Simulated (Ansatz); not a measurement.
Al3Ru2⁻, relaxed as a triplet with UKS PBE-D4/def2-SVPD in Ansatz, starting from the PBE-D4/def2-SVPD geometry of the charge -1 singlet. Force threshold 0.02 eV/Å.

In the def2 sets Ru takes a core potential; there is no spin–orbit coupling. At PBE-D4/def2-SVPD a singlet of charge -1 lies 0.17 eV below the triplet, each at its own geometry. The structure comes from a short search, and lower isomers may exist.

Start:

Cartesian coordinates in Å:
```
Ru -0.168 1.313 0.584
Ru 0.168 -1.313 -0.584
Al -1.831 -0.088 -0.329
Al 0.688 -0.630 1.613
Al 1.144 0.718 -1.283
```

```tsv
step	energy (eV)	largest force component (eV/Å)	SCF passes
1	-24942.9488	0.597	55
2	-24943.0132	0.139	35
3	-24943.0233	0.150	29
4	-24943.0269	0.053	29
5	-24943.0273	0.005	31
```

Force components are those of the run's own axes.

End:

```xyz
5

Ru   -0.207    1.411    0.547
Ru    0.148   -1.357   -0.685
Al   -1.824   -0.146   -0.196
Al    0.645   -0.590    1.512
Al    1.238    0.683   -1.178
```

By distances, no bond broke or formed. The bond that changes most is Ru1–Ru2, from 2.89 to 3.05 Å (atoms count from 1).

No frequencies were taken in this run, so the end may be a saddle point.

Hardware: 4 threads of Arm Neoverse V1 on a shared host. Wall time 16 s.
